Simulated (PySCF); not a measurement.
Two species compared at the same levels of theory.

First species: C₂H₉GeNOSi.
Structure used (PBE0-D3(BJ)/def2-SVP), in Å, numbered top down from 1:
```
atom  x, y, z in Å
C1     1.9791   -0.5473   -0.1712
C2     0.9996    0.5966   -0.0886
O3     1.3453    1.7574   -0.2255
N4    -0.3246    0.2968    0.1496
Si5   -0.9807   -1.3258    0.3690
Ge6   -1.3302    1.9006    0.1981
H7     1.7029   -1.2406   -0.9812
H8     2.9804   -0.1461   -0.3635
H9     1.9911   -1.1213    0.7687
H10   -2.4430   -1.1783    0.6002
H11   -0.3522   -2.0086    1.5404
H12   -0.7459   -2.1723   -0.8401
H13   -1.2594    2.5980   -1.1638
H14   -2.7651    1.4061    0.4696
H15   -0.8470    2.7833    1.3528
```

Second species: pentafluoropropionic acid, C3HF5O2.
SMILES: `FC(F)(C(F)(C(O)=O)F)F`

Levels: CAM-B3LYP/def2-SVPD for dipole moment, HOMO energy, LUMO energy, HOMO–LUMO gap, static isotropic polarisability and electronic spatial extent ⟨r²⟩ about the centre of nuclear charge; TDDFT CAM-B3LYP/def2-SVPD for lowest singlet excitation; TDA CAM-B3LYP/def2-SVPD for lowest triplet excitation (Tamm–Dancoff); ΔSCF CAM-B3LYP/def2-SVPD for vertical ionisation energy; PBE0-D3(BJ)/def2-SVP for rotational constant A and rotational constant C. Geometries: PBE0-D3(BJ)/def2-SVP. Each species is one conformer at its optimised geometry, gas phase, non-relativistic unless stated. Electronic properties by PySCF.

Dipoles, sizes and rotational constants follow the conformer. The torsions of the flexible species, by atom-mapped SMILES:
- `[CH3:1][C:2](=[O:3])[N:4]([SiH3:5])[GeH3:6]`: C1–C2–N4–Si5 0°
- `[O:1]=[C:2]([OH:3])[C:4]([F:5])([F:6])[C:7]([F:8])([F:9])[F:10]`: O1–C2–C4–F5 4°, C2–C4–C7–F8 168°, H–O3–C2–O1 0°

```csv
property,column X,column Y
dipole moment,2.34 D,2.61 D
HOMO energy,-10.94 eV,-9.17 eV
LUMO energy,-0.29 eV,0.73 eV
HOMO–LUMO gap,10.65 eV,9.90 eV
lowest singlet excitation,5.65 eV,5.63 eV
lowest triplet excitation (Tamm–Dancoff),5.11 eV,5.16 eV
static isotropic polarisability,47.8 au,91.4 au
vertical ionisation energy,12.01 eV,9.76 eV
electronic spatial extent ⟨r²⟩ about the centre of nuclear charge,1122 bohr²,1218 bohr²
rotational constant A,1.919 GHz,2.391 GHz
rotational constant C,1.110 GHz,0.926 GHz
```

Question: Which column belongs to which species?

Answer: Column X is the second species and column Y the first. The first has 15 atoms and 82 electrons, the second 11 and 80.

Question: How does each property change from the first species to the second?

Answer: dipole moment -0.27 D; HOMO energy -1.77 eV; LUMO energy -1.02 eV; HOMO–LUMO gap +0.75 eV; lowest singlet excitation +0.02 eV; lowest triplet excitation (Tamm–Dancoff) -0.05 eV; static isotropic polarisability -43.6 au; vertical ionisation energy +2.25 eV; electronic spatial extent ⟨r²⟩ about the centre of nuclear charge -96 bohr²; rotational constant A -0.472 GHz; rotational constant C +0.184 GHz.

On the first: The dipole matches unit charges of opposite sign 0.54 Å apart (1 e·Å = 4.8032 D). The ΔSCF ionisation energy exceeds −ε(HOMO) by 0.59 eV with CAM-B3LYP; the lowest state found was started with its hole in HOMO−1. The calculation is non-relativistic and has no spin–orbit coupling, an omission that weighs most on germanium.

On the second: The polarisability is 7.08 Å³ as a volume (1 au = 0.148185 Å³), or 0.60 au for each of the 80 electrons. The ΔSCF ionisation energy exceeds −ε(HOMO) by 1.07 eV with CAM-B3LYP.
